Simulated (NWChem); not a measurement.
System: SiAsH5O2; SMILES O[SiH](O)[AsH2]

```xyz
9

Si    -0.0040    -1.0258    -0.3755
O      1.4345    -1.5357     0.3306
O     -1.3640    -1.7655     0.2794
As    -0.0195     1.3070     0.0836
H     -0.0751    -1.4162    -1.8232
H      1.6666    -2.4649     0.1515
H     -1.5312    -1.5485     1.2140
H      1.1424     1.5389    -0.8998
H     -1.0659     1.5300    -1.0255
```
Atoms are numbered in this order, from 1.

Results from NWChem. Pople sets run with spherical d functions. Coordinates come from a PBE-D3(BJ)/def2-SVP optimisation. Ions are spin-unrestricted doublets at the neutral geometry; other ion states weren't tried.

```
level                vertical ionisation energy, ΔSCF (eV)  −ε(HOMO) (eV)  ΔSCF minus −ε(HOMO) (eV)
-------------------  -------------------------------------  -------------  ------------------------
B3LYP/6-31G*                                          9.47           7.09                      2.38
PBE/6-31G*                                            9.21           6.18                      3.03
M06-2X/6-31G*                                         9.39           8.43                      0.96
Hartree-Fock/6-31G*                                   8.82           9.85                     -1.03
CAM-B3LYP/6-31G*                                       ___            ___                       ___
```

Q: Complete the blanks.

A: 
- CAM-B3LYP/6-31G*, vertical ionisation energy, ΔSCF (eV): 9.56
- CAM-B3LYP/6-31G*, −ε(HOMO) (eV): 8.54
- CAM-B3LYP/6-31G*, ΔSCF minus −ε(HOMO) (eV): 1.02
